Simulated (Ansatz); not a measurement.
Reactions of CH7BSi2 (`B1C[SiH2][SiH2]1`).

Isolated molecules relaxed with PBE0-D4/def2-TZVP in Ansatz; ΔE leaves out vibrations. CCSD(T)/CBS adds triple-zeta CCSD(T) − MP2 to the extrapolated MP2 energy (def2 sets, frozen cores). This one scheme is used for every species, atoms too. Functionals use def2-TZVPP. No spin–orbit coupling; open shells (•) take unrestricted orbitals. Spin–orbit coupling would lower the free atoms: a little for B, C, Si.

```json
{"reaction": "`B1C[SiH2][SiH2]1` → `[SiH3][SiH]1BC1`", "PBE0-D4 (kcal/mol)": "23.7", "CCSD(T)/CBS(def2) (kcal/mol)": "22.1"}
{"reaction": "`B1C[SiH2][SiH2]1` → `[SiH3]C1B[SiH2]1`", "PBE0-D4 (kcal/mol)": "21.8", "CCSD(T)/CBS(def2) (kcal/mol)": "18.1"}
{"reaction": "`B1C[SiH2][SiH2]1` → `BC1[SiH2][SiH2]1`", "PBE0-D4 (kcal/mol)": "8.5", "CCSD(T)/CBS(def2) (kcal/mol)": "6.1"}
{"reaction": "`B1C[SiH2][SiH2]1` → `C[SiH]1B[SiH2]1`", "PBE0-D4 (kcal/mol)": "18.8", "CCSD(T)/CBS(def2) (kcal/mol)": "17.6"}
{"reaction": "`B1C[SiH2][SiH2]1` → `CB1[SiH2][SiH2]1`", "PBE0-D4 (kcal/mol)": "20.0", "CCSD(T)/CBS(def2) (kcal/mol)": "19.7"}
{"reaction": "`B1C[SiH2][SiH2]1` → `B1[SiH2]C[SiH2]1`", "PBE0-D4 (kcal/mol)": "13.1", "CCSD(T)/CBS(def2) (kcal/mol)": "10.4"}
{"reaction": "`B1C[SiH2][SiH2]1` → B• + C• + 7 H• + 2 Si•", "PBE0-D4 (kcal/mol)": "877.7", "CCSD(T)/CBS(def2) (kcal/mol)": "872.6"}
```

Largest T1 diagnostic: 0.015, for `CB1[SiH2][SiH2]1`.
